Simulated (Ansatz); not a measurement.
The same path of BrH + ClF2HSi (7 atoms, charge 0, multiplicity 1) was run twice with different band settings. Lost on the way: Si1–Cl2, H6–Br7. Made: Si1–Br7, Cl2–H6.

These are results of UKS PBE0-D4/def2-SVP in Ansatz 0.2.0, not measurements.

Relaxed end points:

```xyz
7
Properties=species:S:1:pos:R:3
Si -0.391 -0.579 -0.764
Cl 0.995 -1.378 0.508
F -0.728 -1.688 -1.872
F -1.737 -0.304 0.058
H 0.093 0.646 -1.413
H 1.168 1.013 1.878
Br 0.599 2.291 1.605
```

```xyz
7
Properties=species:S:1:pos:R:3
Si -0.749 0.351 -0.453
Cl 2.495 -0.677 0.766
F -0.612 -1.067 0.313
F -2.220 0.365 -1.095
H 0.256 0.443 -1.521
H 1.430 -1.372 0.975
Br -0.600 1.957 1.016
```

Common settings: movable images 9; climbing image yes; optimiser quadratic models (default); start path through a guess of the saddle point; force threshold 0.05 eV/Å; iteration limit 60; end points relaxed.

| run | spring |
| --- | --- |
| 1 | 5.0 eV/Å² |
| 2 | 2.0 to 10.0 eV/Å², energy-weighted |

**Question.** What does each run give, and how far can it be trusted?

**Answer.** Run 1: converged after 17 iterations, highest image 1.419 eV above the first end. A vibrational analysis at the climbing image gives one clearly imaginary mode, 352i cm⁻¹: a first-order saddle point.
Run 2: converged after 17 iterations, highest image 1.416 eV above the first end. Another band between the same ends (9 images) ends at a top of the same energy, where a vibrational analysis finds 1 clearly imaginary mode.
The orbitals were unrestricted but ended closed-shell.
